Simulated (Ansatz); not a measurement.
Consider the ligand exchange at the Si–S bond: `C=NCS[SiH3]` + `[OH][Al]([O][SiH3])[O][SiH3]` → `[SiH3][O][Al]([O][SiH3])[O][SiH3]` + `C=NCS`.

Calculated with Ansatz (gas phase, PBE0-D4/def2-TZVP geometries, no zero-point term in ΔE). CBS: MP2 limit from def2 TZ/QZ plus the TZ coupled-cluster correction, frozen cores. DFT in def2-TZVPP. HSE06 is defined as in plane-wave codes. One conformer a species, not always the lowest.

Is it downhill or uphill in electronic energy at CCSD(T)/CBS, and by how much? (Estimate.)

Ansatz gave: Downhill: ΔE = -49.0 kJ/mol.

What do these levels give: BLYP-D4, revPBE, PBE0, r2SCAN0, HSE06, CAM-B3LYP? (Estimate.)

Computed: BLYP-D4 -46.4, revPBE -37.4, PBE0 -41.9, r2SCAN0 -49.1, HSE06 -41.5, CAM-B3LYP -61.6 kJ/mol.

Largest T1 diagnostic among the species: 0.012.

From PBE to PBE0 (25 % exact exchange), in def2-TZVPP and without D4, ΔE moves by −6.5 kJ/mol. The D4 term adds +5.8 kJ/mol with B3LYP and +2.8 kJ/mol with PBE0; it sums over pairs of atoms, weighted by their polarisabilities, and B3LYP, whose exchange is more repulsive, gets the larger term. In def2-TZVPP, CCSD(T) changes the Hartree–Fock value by +27.2 kJ/mol (the triples alone add +5.2 kJ/mol) and MP2 by +31.6 kJ/mol.

B3LYP here is the variant with VWN-RPA as its local correlation; programs differ in this.
